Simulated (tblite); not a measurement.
Species: C9H6F (doublet state).
InChI=1S/C9H6F/c1-2-9-5-3-7(4-6-9)8(9)10/h1,3-5,7-8H/t7-,8+,9+/m1/s1

Calculated harmonic vibrations of the isolated species, GFN2-xTB (tblite), most abundant isotopes, no scaling. Errors from tens to a few hundred cm⁻¹ against measured bands are possible. Open shells enter through the occupations alone, without spin polarisation, and single modes of such species can be off by tens of per cent.

Harmonic wavenumbers (cm⁻¹): 114.3, 127.2, 221.6, 297.1, 378.2, 408.4, 432.1, 447.6, 494.2, 543.6, 586.3, 656.9, 665.1, 688.5, 745.8, 769.6, 790.0, 817.6, 825.9, 897.1, 954.6, 978.7, 998.0, 1023.1, 1067.4, 1083.8, 1099.3, 1153.7, 1172.3, 1187.3, 1216.1, 1276.8, 1310.3, 1626.0, 1670.0, 2282.7, 2926.5, 3029.9, 3144.0, 3163.8, 3186.7, 3400.3.

A = 2314, B = 1417, C = 1165 MHz; mass 133.045 u (most abundant isotopes); point group C1, symmetry number 1; spin multiplicity 2.

Problem. What is the zero-point energy?

Solution. ½Σν̃ = 24929 cm⁻¹ = 71.28 kcal/mol.

Problem. What is S at 500 K and 1 bar for an ideal gas of classical rigid rotors and harmonic oscillators?

Solution. Translation 43.16, rotation 30.36, vibration 36.43, spin (R ln 2) 1.38: S = 111.3 cal/(mol K).

Problem. And Cp and H(500 K) − H(0)?

Solution. Cp = 52.52 cal/(mol K), of which vibrations give 44.57 (their classical limit is 42 R = 83.5); H(500 K) − H(0) = 14.64 kcal/mol without the zero-point energy, 10.67 from vibrations.

Problem. How do the functions run with temperature in this model?

Solution. 
```tsv
T (K)	S (cal/(mol K))	Cp (cal/(mol K))	H − H(0) (kcal/mol)	G − H(0) (kcal/mol)	ln q(vib)
50	57.2	9.7	0.42	-2.44	0.07
100	65.0	13.4	1.00	-5.51	0.46
298.15	88.8	34.7	5.69	-20.79	3.46
373.15	97.4	42.4	8.59	-27.77	4.93
750	135.2	65.0	29.49	-71.94	12.96
1000	155.0	72.4	46.74	-108.30	18.03
```

q(vib) and H(0) count from the zero-point level.

Problem. What must be added to the electronic energy to get the Gibbs energy at 500 K and 1 bar?

Solution. ZPE + [H(500 K) − H(0)] − T·S = 71.28 + 14.64 − 55.66 = 30.26 kcal/mol.

Problem. Which modes carry the vibrational entropy at 500 K?

Solution. 114.3 cm⁻¹: 4.21; 127.2 cm⁻¹: 4.00; 221.6 cm⁻¹: 2.91; 297.1 cm⁻¹: 2.36; 378.2 cm⁻¹: 1.91; 408.4 cm⁻¹: 1.78 cal/(mol K); the other 36 give 19.26 together.

Hindered rotation and anharmonicity are outside this model. The structure is chiral; the term R ln 2 for an equal mix with its mirror image is left out.

On one thread, Arm Neoverse V1 (aarch64), on a shared host, this took 0.58 s wall. This covers the Hessian and the dipole derivatives.
